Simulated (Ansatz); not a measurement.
`C=C(Cl)S[SiH3]` + `C[O][Ga]([OH])[SH]` → `C[O][Ga]([SH])[O][SiH3]` + `C=C(S)Cl`  (ligand exchange at the Si–S bond)

Calculated with Ansatz (gas phase, PBE0-D4/def2-TZVP geometries, no zero-point term in ΔE). CBS: MP2 limit from def2 TZ/QZ plus the TZ coupled-cluster correction, frozen cores. Functionals use def2-TZVPP. For Ga outer-core shells are correlated without core-valence functions, which leaves a few kJ/mol of doubt a bond. Scalar relativity is left out up to krypton. Each species was taken in one conformer, which may not be the lowest.

```json
{"level": "PBE", "ΔE (kJ/mol)": "-29.0"}
{"level": "r2SCAN", "ΔE (kJ/mol)": "-40.2"}
```

Problem. What does CCSD(T)/CBS give? (An estimate is asked.)

Solution. Ansatz gave: -43.6 kJ/mol. The listed levels differ from it by 14.6, 3.4 kJ/mol.

Largest T1 diagnostic among the species: 0.014.

In def2-TZVPP, CCSD(T) changes the Hartree–Fock value by +22.6 kJ/mol (the triples alone add +4.3 kJ/mol) and MP2 by +27.1 kJ/mol. From PBE to PBE0 (25 % exact exchange), in def2-TZVPP and without D4, ΔE moves by −6.5 kJ/mol.
